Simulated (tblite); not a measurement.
A geometry optimisation, step by step.

Species: C₂H₈N₂Si₂.
Numbering: `[CH:1]#[C:2][Si@H:3]([NH2:4])[SiH2:5][NH2:6]` (hydrogens: H7 on C1; H8 on Si3; H9, H10 on N4; H11, H12 on Si5; H13, H14 on N6)

Computed with GFN2-xTB (tblite), gas phase: L-BFGS steps from a force-field or distance-geometry start until the largest atomic force falls under 0.01 eV/Å. 11 of its 185 geometries are shown.

Step 0: E = -478.5077 eV, largest atomic force 2.169 eV/Å
```
atom  x, y, z in Å  |  force x, y, z in eV/Å
C1     -2.204    1.822    1.422   -0.439   0.595   0.537
C2     -1.688    1.059    0.652   -0.292   0.228   0.299
Si3    -0.865   -0.110   -0.492   -0.877  -0.979  -0.481
N4     -1.141   -1.776   -0.113    0.323   0.086   0.099
Si5     1.283    0.411   -0.688    1.555  -0.386  -0.031
N6      2.347   -0.707    0.221    1.432   1.629   0.024
H7     -2.683    2.514    2.081    0.278  -0.366  -0.318
H8     -1.488    0.178   -1.812   -0.152  -0.179   0.195
H9     -2.033   -2.217   -0.320    0.607   0.017   0.429
H10    -0.510   -2.258    0.544   -0.915   0.255  -0.665
H11     1.466    1.816   -0.278    0.192  -0.003  -0.090
H12     1.665    0.307   -2.127    0.081   0.089   0.429
H13     2.563   -0.269    1.163   -0.295  -0.925  -1.366
H14     3.288   -0.770   -0.274   -1.497  -0.060   0.940
```

Step 18: E = -478.8681 eV, largest atomic force 0.097 eV/Å
```
atom  x, y, z in Å  |  force x, y, z in eV/Å
C1     -2.238    1.822    1.436    0.029  -0.021  -0.015
C2     -1.745    1.033    0.673    0.033   0.049   0.044
Si3    -0.885   -0.104   -0.529    0.011  -0.027  -0.036
N4     -1.105   -1.785   -0.204    0.036  -0.020   0.038
Si5     1.342    0.466   -0.709    0.001   0.015  -0.053
N6      2.394   -0.581    0.186   -0.040  -0.009  -0.009
H7     -2.675    2.513    2.099   -0.044   0.006   0.040
H8     -1.669    0.062   -1.762   -0.010   0.039  -0.070
H9     -2.031   -2.179   -0.230   -0.032   0.008   0.008
H10    -0.566   -2.232    0.517    0.057  -0.017   0.031
H11     1.550    1.886   -0.360   -0.001  -0.007   0.008
H12     1.819    0.328   -2.090    0.011  -0.011  -0.027
H13     2.520   -0.419    1.171   -0.074  -0.020   0.060
H14     3.287   -0.810   -0.220    0.025   0.015  -0.018
```

Step 37: E = -478.9098 eV, largest atomic force 0.119 eV/Å
```
atom  x, y, z in Å  |  force x, y, z in eV/Å
C1     -2.220    1.762    1.468    0.021  -0.002  -0.011
C2     -1.665    1.069    0.655   -0.036   0.002   0.007
Si3    -0.859   -0.064   -0.596    0.036   0.047   0.103
N4     -1.049   -1.725   -0.159    0.022  -0.003  -0.009
Si5     1.370    0.483   -0.832   -0.017  -0.033   0.005
N6      2.295   -0.622    0.130    0.005   0.039   0.046
H7     -2.700    2.382    2.173    0.033  -0.024  -0.021
H8     -1.711    0.082   -1.783   -0.010  -0.003  -0.071
H9     -1.972   -2.106   -0.029   -0.026   0.017  -0.013
H10    -0.415   -2.144    0.500    0.048   0.000  -0.010
H11     1.594    1.906   -0.493    0.012  -0.024   0.014
H12     1.943    0.318   -2.173   -0.033  -0.034   0.000
H13     2.095   -0.668    1.117   -0.007  -0.022  -0.015
H14     3.294   -0.673   -0.002   -0.047   0.040  -0.025
```

Step 55: E = -478.9160 eV, largest atomic force 0.031 eV/Å
```
atom  x, y, z in Å  |  force x, y, z in eV/Å
C1     -2.214    1.763    1.480    0.004   0.005   0.001
C2     -1.688    1.072    0.647   -0.004  -0.004  -0.003
Si3    -0.868   -0.049   -0.601    0.002   0.000   0.005
N4     -1.035   -1.712   -0.165    0.006   0.001   0.000
Si5     1.359    0.480   -0.832    0.011   0.009  -0.004
N6      2.281   -0.616    0.139   -0.004   0.001  -0.014
H7     -2.676    2.378    2.199    0.005   0.001  -0.002
H8     -1.694    0.084   -1.812   -0.007   0.008   0.009
H9     -1.950   -2.098    0.002   -0.009  -0.002  -0.002
H10    -0.364   -2.135    0.454    0.007  -0.008  -0.013
H11     1.619    1.901   -0.514   -0.013  -0.017  -0.004
H12     1.907    0.267   -2.175    0.002   0.000  -0.011
H13     2.041   -0.723    1.111    0.000   0.007   0.030
H14     3.284   -0.612    0.044    0.000   0.000   0.009
```

Step 74: E = -478.9193 eV, largest atomic force 0.042 eV/Å
```
atom  x, y, z in Å  |  force x, y, z in eV/Å
C1     -2.181    1.774    1.496    0.006  -0.004   0.000
C2     -1.676    1.056    0.674    0.002  -0.001  -0.003
Si3    -0.882   -0.051   -0.603    0.018  -0.011   0.015
N4     -1.035   -1.724   -0.208   -0.008   0.009  -0.008
Si5     1.348    0.461   -0.843   -0.018  -0.014  -0.017
N6      2.258   -0.597    0.182   -0.040   0.010   0.009
H7     -2.627    2.408    2.210    0.002  -0.004   0.009
H8     -1.735    0.122   -1.789   -0.004   0.006  -0.020
H9     -1.933   -2.114    0.023   -0.012  -0.009  -0.001
H10    -0.307   -2.187    0.310    0.006  -0.007   0.010
H11     1.594    1.891   -0.569    0.014   0.032  -0.004
H12     1.916    0.200   -2.170   -0.001  -0.001  -0.006
H13     1.996   -0.665    1.152    0.001   0.001   0.016
H14     3.263   -0.575    0.113    0.032  -0.007   0.000
```

Step 92: E = -478.9230 eV, largest atomic force 0.050 eV/Å
```
atom  x, y, z in Å  |  force x, y, z in eV/Å
C1     -2.100    1.735    1.547   -0.011  -0.036  -0.007
C2     -1.639    1.036    0.683   -0.011   0.004   0.023
Si3    -0.884   -0.052   -0.632   -0.009  -0.016  -0.031
N4     -1.046   -1.733   -0.271    0.019  -0.003   0.018
Si5     1.345    0.458   -0.878   -0.036  -0.021   0.009
N6      2.198   -0.522    0.266    0.024  -0.010   0.012
H7     -2.520    2.341    2.298    0.008   0.020   0.006
H8     -1.757    0.139   -1.803    0.015   0.024   0.011
H9     -1.941   -2.109   -0.004   -0.004  -0.013  -0.007
H10    -0.305   -2.223    0.204   -0.025   0.043  -0.006
H11     1.601    1.905   -0.725    0.003  -0.005  -0.010
H12     1.935    0.073   -2.162    0.030  -0.005  -0.020
H13     1.907   -0.488    1.230    0.018  -0.001  -0.003
H14     3.204   -0.559    0.224   -0.022   0.021   0.003
```

Step 110: E = -478.9291 eV, largest atomic force 0.071 eV/Å
```
atom  x, y, z in Å  |  force x, y, z in eV/Å
C1     -1.993    1.645    1.638    0.009  -0.028  -0.026
C2     -1.607    0.994    0.703   -0.005   0.027   0.056
Si3    -0.906   -0.044   -0.681    0.024   0.005  -0.010
N4     -1.076   -1.737   -0.378    0.001   0.004   0.015
Si5     1.338    0.400   -0.927   -0.001  -0.015   0.030
N6      2.132   -0.402    0.387    0.023   0.026  -0.062
H7     -2.346    2.220    2.447   -0.009   0.005  -0.008
H8     -1.787    0.225   -1.830    0.003  -0.013   0.013
H9     -1.972   -2.118   -0.121   -0.017  -0.002  -0.021
H10    -0.344   -2.209    0.128   -0.013  -0.002  -0.009
H11     1.599    1.854   -0.981    0.009  -0.014  -0.017
H12     1.995   -0.179   -2.102   -0.003   0.001  -0.021
H13     1.829   -0.184    1.322   -0.013  -0.010   0.050
H14     3.138   -0.465    0.373   -0.008   0.015   0.009
```

Step 129: E = -478.9408 eV, largest atomic force 0.047 eV/Å
```
atom  x, y, z in Å  |  force x, y, z in eV/Å
C1     -1.880    1.546    1.775   -0.018   0.012  -0.002
C2     -1.520    0.933    0.805    0.017  -0.037  -0.024
Si3    -0.893   -0.042   -0.662   -0.001  -0.015  -0.004
N4     -1.144   -1.746   -0.520   -0.005   0.029   0.006
Si5     1.360    0.294   -0.967    0.022  -0.006   0.000
N6      2.135   -0.172    0.507    0.003   0.022  -0.021
H7     -2.216    2.093    2.610    0.009  -0.003   0.012
H8     -1.787    0.347   -1.763   -0.002   0.005  -0.005
H9     -2.078   -2.115   -0.458   -0.043   0.006   0.009
H10    -0.530   -2.279    0.074    0.024  -0.013  -0.002
H11     1.643    1.684   -1.387   -0.003  -0.009   0.019
H12     2.013   -0.557   -1.969    0.001   0.001   0.011
H13     1.755    0.161    1.379   -0.003   0.007   0.000
H14     3.142   -0.147    0.553    0.000   0.001   0.001
```

Step 147: E = -478.9491 eV, largest atomic force 0.107 eV/Å
```
atom  x, y, z in Å  |  force x, y, z in eV/Å
C1     -1.726    1.394    1.870    0.014  -0.020  -0.042
C2     -1.421    0.832    0.851   -0.039   0.053   0.084
Si3    -0.880   -0.067   -0.693    0.024   0.005  -0.006
N4     -1.262   -1.751   -0.659    0.001  -0.006   0.002
Si5     1.386    0.179   -0.975    0.037   0.002   0.008
N6      2.087    0.103    0.604    0.010   0.002  -0.011
H7     -2.006    1.895    2.754   -0.002   0.000   0.009
H8     -1.757    0.468   -1.745   -0.017   0.005  -0.028
H9     -2.225   -2.032   -0.571   -0.021  -0.013  -0.005
H10    -0.682   -2.366   -0.113    0.010  -0.018  -0.003
H11     1.691    1.438   -1.687   -0.001  -0.010  -0.014
H12     2.077   -0.883   -1.717    0.005   0.015   0.026
H13     1.632    0.600    1.354    0.004  -0.009  -0.001
H14     3.086    0.188    0.705   -0.026  -0.004  -0.017
```

Step 166: E = -478.9515 eV, largest atomic force 0.017 eV/Å
```
atom  x, y, z in Å  |  force x, y, z in eV/Å
C1     -1.675    1.340    1.922    0.001  -0.008   0.000
C2     -1.396    0.796    0.885   -0.004   0.005   0.008
Si3    -0.874   -0.076   -0.683    0.004   0.002  -0.002
N4     -1.319   -1.745   -0.717    0.001   0.006  -0.009
Si5     1.400    0.115   -0.958    0.011   0.004   0.012
N6      2.083    0.237    0.624    0.000   0.001  -0.012
H7     -1.934    1.821    2.822   -0.002  -0.001  -0.008
H8     -1.722    0.520   -1.728   -0.008   0.005   0.006
H9     -2.294   -1.993   -0.658   -0.001  -0.003   0.000
H10    -0.770   -2.413   -0.201    0.010   0.000   0.008
H11     1.711    1.273   -1.825    0.007  -0.010  -0.001
H12     2.111   -1.027   -1.544   -0.009   0.002   0.000
H13     1.603    0.785    1.320    0.000   0.003  -0.002
H14     3.078    0.365    0.720   -0.011  -0.005  -0.001
```

Step 184: E = -478.9527 eV, largest atomic force 0.009 eV/Å
```
atom  x, y, z in Å  |  force x, y, z in eV/Å
C1     -1.642    1.282    1.970   -0.002   0.002   0.005
C2     -1.374    0.764    0.918    0.000   0.003  -0.003
Si3    -0.870   -0.067   -0.678   -0.006  -0.004  -0.003
N4     -1.345   -1.727   -0.769   -0.003   0.002  -0.004
Si5     1.409    0.060   -0.946    0.001   0.005   0.007
N6      2.064    0.352    0.625    0.000   0.000  -0.003
H7     -1.891    1.742    2.884   -0.003  -0.003  -0.001
H8     -1.711    0.581   -1.698    0.003   0.000   0.003
H9     -2.324   -1.960   -0.734   -0.005   0.004   0.001
H10    -0.817   -2.416   -0.258    0.008  -0.002   0.002
H11     1.766    1.101   -1.934   -0.001  -0.005   0.000
H12     2.100   -1.160   -1.383    0.002   0.002   0.001
H13     1.576    0.971    1.251    0.004  -0.003  -0.004
H14     3.058    0.477    0.730    0.000  -0.001   0.000
```

**Question.** Summarise the path.

**Answer.** The energy falls by 10.26 kcal/mol from step 0 to step 184; nine tenths of that is first reached at step 37. It never rises by more than 0.2 meV. The largest force goes from 2.169 to 0.009 eV/Å. Among the bonds Si3–Si5 changes most, from 2.219 to 2.298 Å; the atoms move by 1.123 Å rms after alignment.

**Question.** Follow the three bonds and two angles with the largest change from start to end.

**Answer.** 
| step | E above end (kcal/mol) | largest force (eV/Å) | Si3–Si5 (Å) | Si5–N6 (Å) | N6–H14 (Å) | Si5–Si3–H8 (°) | Si5–N6–H13 (°) |
| --- | --- | --- | --- | --- | --- | --- | --- |
| 0 | 10.26 | 2.169 | 2.219 | 1.791 | 1.065 | 106.4 | 108.3 |
| 8 | 2.79 | 0.250 | 2.286 | 1.731 | 1.007 | 109.7 | 118.0 |
| 16 | 2.01 | 0.121 | 2.304 | 1.733 | 1.007 | 114.4 | 118.7 |
| 24 | 1.74 | 0.113 | 2.302 | 1.732 | 1.007 | 116.1 | 119.7 |
| 32 | 1.20 | 0.101 | 2.300 | 1.730 | 1.009 | 116.4 | 118.1 |
| 40 | 0.94 | 0.059 | 2.301 | 1.731 | 1.008 | 116.3 | 117.9 |
| 48 | 0.86 | 0.038 | 2.300 | 1.731 | 1.008 | 115.7 | 118.8 |
| 56 | 0.84 | 0.038 | 2.300 | 1.730 | 1.008 | 116.1 | 119.0 |
| 64 | 0.81 | 0.054 | 2.300 | 1.731 | 1.008 | 116.9 | 118.6 |
| 72 | 0.78 | 0.029 | 2.300 | 1.731 | 1.008 | 116.9 | 118.5 |
| 80 | 0.75 | 0.023 | 2.300 | 1.731 | 1.009 | 116.3 | 118.7 |
| 88 | 0.72 | 0.046 | 2.297 | 1.731 | 1.008 | 116.8 | 118.4 |
| 96 | 0.65 | 0.060 | 2.298 | 1.732 | 1.007 | 117.4 | 117.7 |
| 104 | 0.58 | 0.085 | 2.298 | 1.732 | 1.007 | 118.0 | 118.4 |
| 112 | 0.51 | 0.104 | 2.298 | 1.733 | 1.008 | 117.9 | 118.2 |
| 120 | 0.34 | 0.088 | 2.294 | 1.731 | 1.007 | 117.9 | 119.0 |
| 128 | 0.28 | 0.036 | 2.299 | 1.730 | 1.008 | 117.2 | 118.6 |
| 136 | 0.22 | 0.058 | 2.299 | 1.730 | 1.008 | 117.6 | 118.4 |
| 144 | 0.11 | 0.049 | 2.299 | 1.728 | 1.009 | 117.6 | 118.8 |
| 152 | 0.06 | 0.055 | 2.299 | 1.729 | 1.007 | 117.5 | 118.3 |
| 160 | 0.03 | 0.032 | 2.299 | 1.727 | 1.008 | 117.2 | 119.2 |
| 168 | 0.03 | 0.024 | 2.298 | 1.728 | 1.008 | 116.9 | 118.8 |
| 176 | 0.01 | 0.023 | 2.299 | 1.727 | 1.008 | 117.4 | 119.0 |
| 184 | 0.00 | 0.009 | 2.298 | 1.726 | 1.007 | 117.5 | 119.0 |

What follows is the cost of the whole relaxation. Time: 2.0 s of wall time. Hardware: an Arm Neoverse N1 with one thread, shared host.
